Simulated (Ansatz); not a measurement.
The same path of Cl2FH2NZr + H2 (9 atoms, charge 0, multiplicity 1) was run twice with different band settings. Lost on the way: H8–H9. Made: Zr1–H8, F2–H9.

These are results of RHF/def2-SVP in Ansatz, not measurements.

Relaxed end points:

```xyz
9
Properties=species:S:1:pos:R:3
Zr 0.329 0.005 -0.218
F 0.374 0.261 1.662
N 2.249 -0.012 -0.788
H 2.604 -0.299 -1.686
H 3.024 0.279 -0.214
Cl -0.815 1.818 -1.270
Cl -0.672 -2.056 -0.878
H -3.129 -0.068 1.674
H -2.610 0.071 2.194
```

```xyz
9
Properties=species:S:1:pos:R:3
Zr -0.404 -0.184 -0.490
F -0.101 1.163 1.590
N 1.582 -0.282 -0.168
H 2.213 -0.872 -0.686
H 2.113 0.291 0.465
Cl -1.375 1.874 -1.265
Cl -0.736 -1.839 -2.163
H -1.345 -0.940 0.934
H -0.590 0.788 2.260
```

Common settings: climbing image yes; spring 5.0 eV/Å²; optimiser quadratic models (default); start path through a guess of the saddle point; force threshold 0.05 eV/Å; iteration limit 60; end points relaxed.

| run | movable images |
| --- | --- |
| 1 | 5 |
| 2 | 2 |

**Question.** What does each run give, and how far can it be trusted?

**Answer.** Run 1: converged after 33 iterations, highest image 2.023 eV above the first end. Neighbouring images differ by up to 1.7 eV, so the band resolves the path poorly. A vibrational analysis at the climbing image gives one clearly imaginary mode, 1280i cm⁻¹: a first-order saddle point.
Run 2: converged after 23 iterations, highest image 2.023 eV above the first end. Neighbouring images differ by up to 2.0 eV, so the band resolves the path poorly. Another band between the same ends (5 images) ends at a top of the same energy, where a vibrational analysis finds 1 clearly imaginary mode. So few images can step over the top or miss a turn of the path.
The orbitals stay closed-shell, which can raise the energy where a bond breaks towards radicals; this wasn't checked here.
